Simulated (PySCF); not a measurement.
Compound: C₂H₉BN (charge -1).
Cartesian coordinates in Å at the GFN2-xTB level; atoms count from 1:
```xyz
13
C2H9BN angstrom
C     -1.7880   -0.1531   -0.5564
C     -0.4173   -0.5745   -0.0396
B      0.7857    0.4878   -0.4329
N      2.1385   -0.0733    0.1233
H     -2.0587    0.8214   -0.1489
H     -2.5839   -0.8641   -0.2918
H     -1.7637   -0.0607   -1.6422
H     -0.4858   -0.6920    1.0509
H     -0.1885   -1.5700   -0.4378
H      0.8891    0.6021   -1.6482
H      0.5263    1.6085    0.0555
H      2.0693   -0.1429    1.1373
H      2.8727    0.6114   -0.0480
```

PySCF, density fitting, gas phase, GFN2-xTB geometry. The standard run uses grid level 2 after a coarse-grid start, the def2-universal JK fitting basis (with tight functions added where the orbital basis needs them), an energy threshold of 1e-9 Eh and DIIS. The changed runs have no coarse-grid stage.

Question: Standard PBE0/pcSseg-1: E = -161.035440 Eh, HOMO -0.364 eV, LUMO 6.083 eV, 12 cycles (coarse-grid cycles included). What changes at PBE0/pcSseg-1 with: start guess atom?

Answer: E = -161.035440 Eh (0.000 mEh), HOMO -0.364 eV (0.000), LUMO 6.083 eV (0.000), 10 SCF cycles. The result matches the standard run within 0.02 mEh and 0.003 eV; such settings steer the iterations and don't enter the energy expression.

The cycles:
```
cycle   1  E = -160.5268966316  dE =  9.804e-01  |g| = 1.397e+00  |ddm| = 3.032e+00
cycle   2  E = -160.0547283128  dE =  4.722e-01  |g| = 1.887e+00  |ddm| = 5.271e+00
cycle   3  E = -161.0310243235  dE = -9.763e-01  |g| = 1.358e-01  |ddm| = 4.200e+00
cycle   4  E = -161.0330679653  dE = -2.044e-03  |g| = 1.003e-01  |ddm| = 2.384e-01
cycle   5  E = -161.0354154594  dE = -2.347e-03  |g| = 9.795e-03  |ddm| = 1.014e-01
cycle   6  E = -161.0354351947  dE = -1.974e-05  |g| = 4.653e-03  |ddm| = 1.447e-02
cycle   7  E = -161.0354403739  dE = -5.179e-06  |g| = 6.707e-04  |ddm| = 4.392e-03
cycle   8  E = -161.0354404854  dE = -1.114e-07  |g| = 1.538e-04  |ddm| = 8.831e-04
cycle   9  E = -161.0354404916  dE = -6.278e-09  |g| = 5.270e-05  |ddm| = 2.328e-04
cycle  10  E = -161.0354404924  dE = -7.681e-10  |g| = 1.010e-05  |ddm| = 7.175e-05
```
